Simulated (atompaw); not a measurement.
**Building the PAW (atompaw) potential for As (LDA (PW92), scalar-relativistic).**

As, PAW, made with atompaw 4.2.0.5 (LDA (PW92), scalar-relativistic). Core [Ne], reference 3s2 3p6 3d10 4s2 4p3. Waves: 3s (bound): rc 0.80 bohr; 4s (bound): rc 1.00 bohr; 3p (bound): rc 0.70 bohr; 4p (bound): rc 1.35 bohr; 3d (bound): rc 1.35 bohr; 3d channel at 0.65 Ry: rc 1.35 bohr. Local part: vpsmatchnc scheme with l = 3 at 0 Ry, radius 1.05 bohr. Core correction: smooth core density matched at 0.75 bohr. Augmentation charge: besselshape compensation charge, radius 1.15 bohr; PAW radius 1.35 bohr; waves and projectors: custom polynom2 7 10 vanderbiltortho.

All-electron outer shells of the reference configuration (LDA (PW92), scalar-relativistic, ld1.x):

```csv
shell,level (eV),outermost node (bohr),outermost maximum (bohr)
2s,-1484.34,0.06,0.17
2p,-1302.97,–,0.14
3s,-189.50,0.25,0.52
3p,-133.42,0.22,0.52
3d,-40.90,–,0.47
4s,-14.70,0.73,1.61
4p,-5.34,0.78,1.97
```

Problem. Is the overlap operator S = 1 + Σ q|β⟩⟨β| positive definite (Bessel basis up to 400 Ry)?

Solution. Yes: its lowest eigenvalue is 0.37 (s channel).

A Bessel basis up to 400 Ry misses an occupied level by 3.09 Ry, so cutoffs and ghosts were not judged.
